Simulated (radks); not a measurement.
Task: The praseodymium ion Pr+ is in [Xe] 4f(5/2: 3, 7/2: 0) 6s1. Method: Dirac Kohn-Sham, relativistic LDA (MacDonald-Vosko exchange, VWN5 correlation), spin-unpolarised, spherical densities, finite nucleus; Fermi nuclear charge, rms radius of each element as measured or else 0.836 A^(1/3) + 0.57 fm; computed with a radial shooting solver on a logarithmic mesh with Libxc functionals. Sub-shells are occupied by j as written (lower j first in brackets). One electron is removed from 5p1/2, 4f5/2, 5p3/2, 6s1/2 in turn, with full relaxation. Which removal costs least, and what does each cost?

Result: 6s1/2 10.792 eV; 4f5/2 14.630 eV; 5p3/2 31.809 eV; 5p1/2 34.803 eV. The 6s1/2 electron leaves first.
